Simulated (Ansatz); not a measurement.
A run on `CC(C)[O][AlH][Cl]` with other settings.

```yaml
crystal:
  periodic: [false, false, false]
  atoms:
    - {symbol: C, position_ang: [0.187029, -1.608117, -0.088015]}
    - {symbol: C, position_ang: [0.251374, -0.079823, -0.197924]}
    - {symbol: C, position_ang: [0.449779, 0.360155, -1.625801]}
    - {symbol: O, position_ang: [-0.895183, 0.516219, 0.387038]}
    - {symbol: Al, position_ang: [-1.063014, 1.483602, 1.704768]}
    - {symbol: Cl, position_ang: [0.603167, 1.942307, 2.975158]}
    - {symbol: H, position_ang: [-0.715957, -2.068276, -0.625653]}
    - {symbol: H, position_ang: [0.042108, -2.099845, 0.739733]}
    - {symbol: H, position_ang: [0.718300, -2.027105, -0.632051]}
    - {symbol: H, position_ang: [1.221679, 0.177068, 0.420098]}
    - {symbol: H, position_ang: [-0.381891, 0.120258, -2.137347]}
    - {symbol: H, position_ang: [1.323602, -0.140454, -2.058817]}
    - {symbol: H, position_ang: [0.610359, 1.389219, -1.377323]}
    - {symbol: H, position_ang: [-2.598718, 2.013642, 2.086983]}
basis:
  gaussian: {orbitals: 6-31G, fitting: {mean_field: def2-universal-jkfit}}
hamiltonian: {xc: {name: revPBE0}}
accuracy: high
```

```sh
$ ansatz run in.yaml --threads 2 --pin off --events-out ev --progress --plain --max-ram 32768MiB --backend cpu
```

Shortened log:

```
Functional definition: revPBE0
702 factors; integrals over basis functions are off by at most 9.5e-2 eV
mean field evaluation 1: about -24390.8558 eV, gradient 6.1e1 eV
mean field evaluation 2: about -24376.0026 eV, gradient 1.0e2 eV
mean field evaluation 4: about -24399.1727 eV, gradient 3.2e0 eV
mean field evaluation 8: about -24399.2010 eV, gradient 2.4e-2 eV
mean field evaluation 16: about -24399.2010 eV, gradient 6.7e-7 eV
mean field -24399.20104627 eV, -896.6541000780 hartree, gradient 1.8e-8 eV, S^2 0.000000; 0 other end points of the search recorded, 0 dependent functions left out
reference -24399.20105019 eV, -896.6541002221 hartree; 32, 32 occupied and 46, 46 virtual orbitals, 702 factors
Total energy: -24399.20105019 eV, -896.6541002221 hartree
```

Run time 4.6 s (2 threads of a server CPU on a shared host); peak host memory 0.23 GiB.
